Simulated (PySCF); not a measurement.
Si(vinyl)4, C8H12Si.
Z-matrix (Å and degrees, PBE0-D3(BJ)/def2-SVP geometry), rows numbered from 1:
```
Si
C   1  1.8801
C   2  1.3386  1  124.63
H   2  1.0984  1  117.47  3  -177.05
H   3  1.0963  2  121.94  1     2.94
H   3  1.0962  2  122.14  1  -177.07
C   1  1.8777  2  110.52  3   -41.68
C   7  1.3381  1  125.70  2   -18.44
H   7  1.0993  1  116.50  2   163.28
H   8  1.0958  7  121.74  1     1.79
H   8  1.0962  7  122.03  1  -178.12
C   1  1.8795  2  109.47  3  -161.86
C  12  1.3384  1  124.60  2   -80.47
H  12  1.0985  1  117.58  2    96.78
H  13  1.0962 12  121.81  1    -2.73
H  13  1.0962 12  122.14  1   177.24
C   1  1.8787  2  108.81  3    77.26
C  17  1.3380  1  125.79  2   141.43
H  17  1.0992  1  116.34  2   -40.82
H  18  1.0958 17  121.68  1    -2.33
H  18  1.0962 17  122.09  1   177.65
```

IAO charges (e) from the PBE0/pcSseg-1 density (PySCF), one withheld:

| atom | bonded to | charge |
| --- | --- | --- |
| Si1 | C2 C7 C12 C17 | ? |
| C2 | Si1 C3 H4 | -0.4245 |
| C3 | C2 H5 H6 | -0.2733 |
| H4 | C2 | +0.1513 |
| H5 | C3 | +0.1407 |
| H6 | C3 | +0.1449 |
| C7 | Si1 C8 H9 | -0.4264 |
| C8 | C7 H10 H11 | -0.2715 |
| H9 | C7 | +0.1496 |
| H10 | C8 | +0.1432 |
| H11 | C8 | +0.1443 |
| C12 | Si1 C13 H14 | -0.4260 |
| C13 | C12 H15 H16 | -0.2716 |
| H14 | C12 | +0.1511 |
| H15 | C13 | +0.1418 |
| H16 | C13 | +0.1449 |
| C17 | Si1 C18 H19 | -0.4244 |
| C18 | C17 H20 H21 | -0.2736 |
| H19 | C17 | +0.1492 |
| H20 | C18 | +0.1425 |
| H21 | C18 | +0.1443 |

**Question.** What is the charge on Si1?

**Answer.** The charges add up to the total charge, 0. The others sum to -1.0435, which leaves +1.0435 e for Si1 (silicon bonded to 4 C); the computed value is +1.0433, the difference coming from rounding.

**Question.** Add each hydrogen's charge to the atom that carries it.

**Answer.** C2 -0.2732, C3 +0.0123, C7 -0.2768, C8 +0.0160, C12 -0.2749, C13 +0.0151, C17 -0.2752, C18 +0.0132. Atoms without hydrogen keep their charges.

**Question.** Across which bond do the charges differ most?

**Answer.** Si1–C7: +1.0433 on Si1 against -0.4264 on C7, a difference of 1.4697 e (Si1–C12, Si1–C2 and Si1–C17 within 0.003 e of it). The lower charge is on the more electronegative element of the two (Pauling values: C 2.55, Si 1.90).

**Question.** Take the bonds between elements whose Pauling electronegativities differ by more than 0.25. In how many does the more electronegative atom carry the lower charge?

**Answer.** In 16 of 16.

**Question.** How much positive and how much negative charge does this set hold in all?

**Answer.** +2.7911 e on 13 atoms and -2.7913 e on 8.

The IAO scheme counts the electrons in orthogonalised intrinsic atomic orbitals, a minimal basis polarised so that it spans the occupied orbitals exactly. Geometry: PBE0-D3(BJ)/def2-SVP, one conformer, isolated molecule.
